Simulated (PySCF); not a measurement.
How methods differ on the ionisation energy of Er³¹⁺

Er³¹⁺ [Kr] 4d1 [4d3/2^1, M_J = 3/2] → Er³²⁺ [Kr], as a difference of total energies. Computed with PySCF 2.14 in an uncontracted even-tempered set (17 s from 2.9 bohr⁻², ratio 2.8; 14 p from 3.8 bohr⁻², ratio 2.8; 9 d from 3.8 bohr⁻², ratio 2.8; 3 f from 13 bohr⁻², ratio 3), with the two-component X2C-1e Hamiltonian. Correlated levels: [Ar] 3d10 frozen; the 98 highest virtual spinors dropped. "Screened" scales the spin-orbit matrix elements by Boettger's factors to mimic the two-electron term; Breit and QED terms are absent.

```csv
method,ionisation energy (eV)
GHF (spin-free),1181.0
GMP2 (spin-free),1181.2
GHF (screened spin-orbit),1188.2
GMP2 (screened spin-orbit),1188.5
```

Breit and QED terms and the two-electron picture change are absent.

The spin-free rows lack the spin-orbit shift.

For comparison: 1188 ± 4 eV (theoretical estimate listed by NIST; NIST Atomic Spectra Database, ionization energies).
